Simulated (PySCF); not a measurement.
Species: C7H8FO2 (charge -1).
SMILES with atom numbers: `[CH3:1][CH2:2][C@@H:3]([F:4])[c:5]1[cH:6][cH:7][c:8]([O-:9])[o:10]1` (hydrogens: H11, H12, H13 on C1; H14, H15 on C2; H16 on C3; H17 on C6; H18 on C7)

A GFN2-xTB structure was refined with PBE0-D3(BJ)/def2-SVP geometry optimisation, gas phase in PySCF. Its GFN2-xTB values:

| coordinate | GFN2-xTB |
| --- | --- |
| C1–C2 | 1.525 Å |
| C1–H11 | 1.089 Å |
| C2–C3 | 1.530 Å |
| C2–H14 | 1.091 Å |
| C2–H15 | 1.091 Å |
| C3–F4 | 1.430 Å |
| C3–C5 | 1.474 Å |
| C3–H16 | 1.096 Å |
| C5–C6 | 1.368 Å |
| C5–O10 | 1.383 Å |
| C6–C7 | 1.400 Å |
| C6–H17 | 1.078 Å |
| C7–C8 | 1.402 Å |
| C7–H18 | 1.074 Å |
| C8–O9 | 1.239 Å |
| C8–O10 | 1.397 Å |
| C1–C2–C3 | 112.5° |
| C2–C3–C5 | 113.6° |
| F4–C3–C5 | 111.9° |
| C5–O10–C8 | 107.7° |
| C6–C5–O10 | 109.4° |
| C7–C8–O9 | 132.6° |
| C7–C8–O10 | 107.4° |
| O9–C8–O10 | 120.0° |
| C1–C2–C3–F4 | 63° |
| C2–C3–C5–C6 | -48° |

Q: How do these coordinates change at the PBE0-D3(BJ)/def2-SVP level?

A: 
```
 coordinate  PBE0-D3(BJ)/def2-SVP (Å or °)  change
      C7–C8                          1.424  +0.022
      C3–C5                          1.458  -0.016
     C7–H18                          1.088  +0.014
     C6–H17                          1.092  +0.014
      C8–O9                          1.226  -0.013
     C1–H11                          1.102  +0.013
     C2–H14                          1.103  +0.012
     C2–H15                          1.102  +0.011
      C2–C3                          1.519  -0.011
     C5–O10                          1.372  -0.011
     C8–O10                          1.407  +0.010
      C6–C7                          1.410  +0.010
     C3–H16                          1.106  +0.010
      C5–C6                          1.377  +0.009
      C3–F4                          1.437  +0.007
      C1–C2                          1.520  -0.005
   C7–C8–O9                          134.8    +2.2
  C5–O10–C8                          109.5    +1.8
  C7–C8–O10                          105.7    -1.7
   F4–C3–C5                          113.4    +1.5
   C1–C2–C3                          113.4    +0.9
   C2–C3–C5                          114.1    +0.5
  O9–C8–O10                          119.5    -0.5
  C6–C5–O10                          109.1    -0.3
C2–C3–C5–C6                            -28     +20
C1–C2–C3–F4                             50     -13
```

The energy falls by 0.141 eV over 10 energy and gradient evaluations, the largest force component goes from 0.0247 to 3.7e-04 Eh/bohr, and the atoms move by 0.303 Å rms after alignment. The bond that changes most is C7–C8 (aromatic CH carbon to aromatic carbon bearing oxygen), which lengthens by 0.022 Å. Bonds longer at the end by more than 0.005 Å: 13 of 18; shorter: 4. Among the dihedrals that turn most is F4–C3–C5–O10, from -112° to -84°. Rotational constants go from 3403, 669.1, 656.6 to 3658, 684.8, 629.3 MHz.

The run used 180 basis functions and 75 SCF cycles in all. The run took about 4 min of CPU time (one thread, shared machine).

Not checked by PBE0-D3(BJ)/def2-SVP frequencies.

One conformer stands for the species.
